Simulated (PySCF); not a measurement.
A geometry optimisation, step by step.

Compound: [NbCl6]- (charge -1 and singlet state).
Bonds: Nb1–Cl2, Nb1–Cl3, Nb1–Cl4, Nb1–Cl5, Nb1–Cl6, Nb1–Cl7.

Computed by this run: PBE0-D3(BJ)/def2-SVP geometry optimisation, gas phase, def2 core potentials past Kr in PySCF 2.14.0; density fitting, grid level 1; the optimiser is geomeTRIC in internal coordinates, started from a GFN2-xTB structure with every atom displaced at random (about 0.03 Å). The frame can shift and turn from step to step; on so coarse a grid that alone can change the energy by a few meV, and forces under 0.02 eV/Å are noise.

Step 0: E = -76650.3445 eV, largest atomic force 1.837 eV/Å
```
atom  x, y, z in Å  |  force x, y, z in eV/Å
Nb1     0.061   -0.077    0.012   -0.536   1.659  -0.579
Cl2    -0.033   -0.022    2.371    0.088  -0.047  -0.277
Cl3    -0.044    0.002   -2.403    0.215  -0.088   0.733
Cl4     2.477    0.011    0.005   -0.869  -0.080  -0.015
Cl5    -2.386   -0.024   -0.048    0.885  -0.096   0.111
Cl6    -0.016    2.392    0.002    0.136  -1.036   0.030
Cl7     0.033   -2.384   -0.008    0.080  -0.313  -0.003
```

Step 1: E = -76650.4949 eV, largest atomic force 0.658 eV/Å
```
atom  x, y, z in Å  |  force x, y, z in eV/Å
Nb1     0.041   -0.048    0.005   -0.375   0.503  -0.196
Cl2    -0.060   -0.001    2.340    0.149  -0.095   0.348
Cl3     0.000    0.007   -2.344    0.020  -0.059  -0.275
Cl4     2.375    0.042   -0.042    0.335  -0.144   0.106
Cl5    -2.319   -0.037   -0.025   -0.203  -0.013  -0.026
Cl6     0.026    2.313    0.013   -0.033   0.206   0.004
Cl7     0.030   -2.378   -0.016    0.107  -0.399   0.039
```

Step 2: E = -76650.4848 eV, largest atomic force 0.340 eV/Å
```
atom  x, y, z in Å  |  force x, y, z in eV/Å
Nb1     0.025   -0.022   -0.006   -0.201   0.061  -0.038
Cl2     0.051   -0.027    2.349   -0.180   0.035   0.109
Cl3    -0.043    0.025   -2.362    0.250  -0.097  -0.135
Cl4     2.370   -0.044    0.051    0.225   0.163  -0.192
Cl5    -2.332    0.009   -0.081   -0.144  -0.202   0.233
Cl6    -0.059    2.334   -0.019    0.206   0.131   0.082
Cl7     0.080   -2.378   -0.001   -0.156  -0.091  -0.058
```

Step 3: E = -76650.5289 eV, largest atomic force 0.192 eV/Å
```
atom  x, y, z in Å  |  force x, y, z in eV/Å
Nb1     0.023   -0.023   -0.005   -0.170   0.078  -0.045
Cl2    -0.001   -0.016    2.355   -0.014  -0.017   0.018
Cl3    -0.008    0.010   -2.366    0.087  -0.047  -0.033
Cl4     2.375   -0.003    0.001    0.099   0.016  -0.026
Cl5    -2.339   -0.025   -0.045   -0.027  -0.060   0.075
Cl6    -0.010    2.338    0.001    0.050   0.036   0.022
Cl7     0.052   -2.383   -0.008   -0.025  -0.006  -0.011
```

Step 4: E = -76650.5331 eV, largest atomic force 0.062 eV/Å
```
atom  x, y, z in Å  |  force x, y, z in eV/Å
Nb1     0.017   -0.017   -0.008   -0.051   0.024  -0.025
Cl2    -0.009   -0.021    2.354    0.015  -0.001  -0.016
Cl3     0.009    0.001   -2.371    0.023  -0.018   0.019
Cl4     2.377    0.004   -0.010    0.000  -0.002   0.010
Cl5    -2.347   -0.037   -0.032    0.017  -0.006   0.019
Cl6     0.001    2.347    0.005    0.001  -0.019   0.005
Cl7     0.044   -2.379   -0.008   -0.004   0.022  -0.011
```

Step 5: E = -76650.5332 eV, largest atomic force 0.035 eV/Å
```
atom  x, y, z in Å  |  force x, y, z in eV/Å
Nb1     0.013   -0.015   -0.010   -0.004   0.001  -0.002
Cl2    -0.004   -0.014    2.351    0.004  -0.029   0.007
Cl3     0.013   -0.008   -2.372    0.013   0.017   0.001
Cl4     2.375    0.005   -0.007    0.002  -0.006   0.002
Cl5    -2.348   -0.040   -0.029   -0.002   0.006   0.011
Cl6     0.002    2.346    0.014   -0.012   0.008  -0.032
Cl7     0.040   -2.377   -0.016    0.000   0.001   0.014
```

Step 6: E = -76650.5336 eV, largest atomic force 0.040 eV/Å
```
atom  x, y, z in Å  |  force x, y, z in eV/Å
Nb1     0.011   -0.012   -0.010    0.030  -0.026   0.008
Cl2    -0.003   -0.026    2.351    0.011   0.013   0.017
Cl3     0.022   -0.004   -2.370   -0.010  -0.003  -0.022
Cl4     2.374    0.006   -0.008    0.003   0.001   0.014
Cl5    -2.348   -0.039   -0.021   -0.020   0.012  -0.008
Cl6    -0.001    2.347    0.002   -0.013   0.023   0.003
Cl7     0.038   -2.373   -0.012   -0.002  -0.021  -0.013
```

Step 7: E = -76650.5337 eV, largest atomic force under 0.02 eV/Å
```
atom  x, y, z in Å  |  force x, y, z in eV/Å
Nb1     0.013   -0.014   -0.010    0.006  -0.006   0.002
Cl2     0.000   -0.024    2.352    0.001   0.005  -0.006
Cl3     0.019   -0.004   -2.372    0.004  -0.003   0.006
Cl4     2.375    0.005   -0.004   -0.009   0.003   0.002
Cl5    -2.349   -0.037   -0.024    0.007   0.003   0.005
Cl6    -0.004    2.348    0.002   -0.004  -0.007   0.000
Cl7     0.038   -2.376   -0.013   -0.005   0.006  -0.008
```

Task: Summarise the path.

Result: The energy falls by 18.26 kJ/mol from step 0 to step 7; nine tenths of that is first reached at step 3. It rises by more than 0.2 meV at step 2. The largest force goes from 1.837 to under 0.02 eV/Å. Among the bonds Nb1–Cl6 changes most, from 2.470 to 2.362 Å; the atoms move by 0.063 Å rms after alignment.

Task: Follow the three bonds and two angles with the largest change from start to end.

Result: 
```
step  E above end (kJ/mol)  largest force (eV/Å)  Nb1–Cl6 (Å)  Nb1–Cl5 (Å)  Nb1–Cl3 (Å)  Cl2–Nb1–Cl3 (°)  Cl3–Nb1–Cl5 (°)
   0                 18.26                 1.837        2.470        2.448        2.419            174.3             86.1
   1                  3.75                 0.658        2.361        2.360        2.350            175.7             88.3
   2                  4.73                 0.340        2.357        2.359        2.357            178.5             86.5
   3                  0.47                 0.192        2.362        2.363        2.361            178.3             88.3
   4                  0.07                 0.062        2.363        2.364        2.363            179.1             89.2
   5                  0.05                 0.035        2.361        2.362        2.362            179.5             89.5
   6                  0.02                 0.040        2.360        2.360        2.360            179.8             90.0
   7                  0.00            under 0.02        2.362        2.362        2.362            179.9             89.8
```

What follows is the cost of the whole optimisation. Hardware: one thread, Arm Neoverse V1 (aarch64), shared host with 32 logical CPUs at a one-minute load of 8.4. Cost: 1.8 min of wall time, 0.57 GiB resident at most.
